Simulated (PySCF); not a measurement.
**SiPH10N5O2**

The system: SiPH10N5O2, a molecule drawn as a unit of a network glass or zeolite (built as: Si P, NH2 ends, O bridges); neutral, singlet. The structure, one conformer, was relaxed in the gas phase by PBE0-D3(BJ)/def2-SVP. No frequency run checks that it is a minimum.

SMILES: N[Si](N)(N)OP(N)(N)=O

Coordinates in Å:
```
N1     -2.619    1.661   -0.409
P2     -1.636    0.417    0.075
N3     -1.834   -0.719   -1.135
O4     -1.894    0.042    1.496
O5     -0.105    0.852   -0.201
Si6     1.250   -0.068    0.219
N7      1.019   -0.400    1.873
N8      2.598    0.865   -0.277
N9      1.241   -1.521   -0.730
H10    -2.811    2.361    0.298
H11    -2.463    2.046   -1.334
H12    -0.991   -1.290   -1.238
H13    -2.671   -1.286   -1.038
H14     1.682   -0.853    2.485
H15     0.059   -0.368    2.221
H16     2.715    1.810    0.071
H17     3.490    0.417   -0.444
H18     1.663   -1.556   -1.650
H19     1.284   -2.416   -0.256
```

Shieldings: GIAO PBE0/pcSseg-1. Shifts are against computed references at the same level: H TMS (σ 31.27 ppm), Si TMS (σ 352.0 ppm). Core levels by delta-SCF with SCAN, pcX-2 on the ionised atom and pcseg-1 elsewhere, spin-free X2C (2p3/2 is the spin-free 2p value less a third of a first-order spin-orbit splitting); from the vacuum level, for chosen atoms.

(1) Give the NMR and core-level values of the distinct atoms.

(2) By CAM-B3LYP/def2-SVPD (TDDFT singlets, Tamm-Dancoff triplets), where does absorption start?

## Answers

(1) 
```csv
atoms,bonded to,σ (ppm),δ (ppm),core level (eV)
N1,1 P + 2 H,204.2,-,-
P2,2 N + 2 O,308.1,-,-
N3,1 P + 2 H,201.3,-,-
O4,1 P,167.6,-,-
O5,1 P + 1 Si,184.4,-,1s 537.73
Si6,3 N + 1 O,396.1,-44.2,2p3/2 107.48
N7,1 Si + 2 H,234.2,-,1s 404.01
N8,1 Si + 2 H,235.5,-,1s 404.61
N9,1 Si + 2 H,231.5,-,1s 404.65
H10,1 N,29.35,1.91,-
H11,1 N,29.35,1.91,-
H12,1 N,27.14,4.13,-
H13,1 N,29.90,1.37,-
H14,1 N,30.91,0.35,-
H15,1 N,27.76,3.51,-
H16,1 N,30.65,0.62,-
H17,1 N,30.65,0.62,-
H18,1 N,30.58,0.69,-
H19,1 N,30.76,0.51,-
```

Values are those of this one static structure; atoms that internal rotation interchanges would show their mean in an NMR spectrum.

(2) The lowest singlet lies at 6.41 eV (f 0.034), the strongest of the first 6 at 6.91 eV (f 0.096), the lowest triplet at 6.13 eV.

The 3 runs behind this took 11 min in all, one thread each of Arm Neoverse V2 on a shared host, launched as `OMP_NUM_THREADS=1 python cluster_run.py task.json out`.
